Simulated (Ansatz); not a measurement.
`CO[SiH](C)[SiH3]` + H–F → `CO[SiH](C)F` + SiH₄  (cleavage of the Si–Si bond)

Isolated molecules relaxed with PBE0-D4/def2-TZVP in Ansatz; ΔE leaves out vibrations. CBS: MP2 limit from def2 TZ/QZ plus the TZ coupled-cluster correction, frozen cores. This one scheme is used for every species. Functionals use def2-TZVPP. B3LYP here is the variant with VWN-RPA as its local correlation; programs differ in this. One conformer a species, not always the lowest.

(1) Is it downhill or uphill in electronic energy at CCSD(T)/CBS, and by how much? (Estimate.)

(2) What do these levels give: PBE-D4, r2SCAN-D4, PBE0-D4, B3LYP-D4, ωB97M-V, B2PLYP, PBE, PBE0, SCS-MP2/def2-TZVPP, SCS-MP2/def2-QZVPP, HF/CBS(def2), MP2/CBS(def2)? (Estimate.)

Largest T1 diagnostic among the species: 0.011.

Answers

(1) Computed: Downhill: ΔE = -40.1 kcal/mol.

(2) The calculation gave: PBE-D4 -35.3, r2SCAN-D4 -40.9, PBE0-D4 -36.6, B3LYP-D4 -40.8, ωB97M-V -42.3, B2PLYP -43.1, PBE -36.8, PBE0 -38.0, SCS-MP2/def2-TZVPP -43.1, SCS-MP2/def2-QZVPP -43.0, HF/CBS(def2) -49.1, MP2/CBS(def2) -41.0 kcal/mol.

In def2-TZVPP, CCSD(T) changes the Hartree–Fock value by +7.9 kcal/mol (the triples alone add +1.1 kcal/mol) and MP2 by +7.0 kcal/mol. From PBE to PBE0 (25 % exact exchange), in def2-TZVPP and without D4, ΔE moves by −1.3 kcal/mol.
